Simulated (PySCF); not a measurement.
**How methods differ on the ionisation energy of Sb⁺**

Sb⁺ [Kr] 4d10 5s2 5p2 (3P) → Sb²⁺ [Kr] 4d10 5s2 5p1 (2P), as a difference of total energies. All numbers are calculated (PySCF 2.14, scalar relativity by spin-free X2C-1e, in x2c-SVPall). Correlated levels: valence: [Kr] 4d10 frozen. The calculations carry no spin-orbit coupling.

**Question.** Order these methods by the ionisation energy they give, lowest first.
A. MP2 (valence)
B. MN15
C. M06-2X
D. UHF

**Answer.** D (16.036 eV), A (16.241 eV), C (16.476 eV), B (16.671 eV).

The reference lies between the lowest fine-structure levels, while these numbers refer to the centres of the terms.

Errors of the correlated levels include the incompleteness of this basis and the frozen core.

For comparison: 16.626 ± 0.025 eV (measured; NIST Atomic Spectra Database, ionization energies).
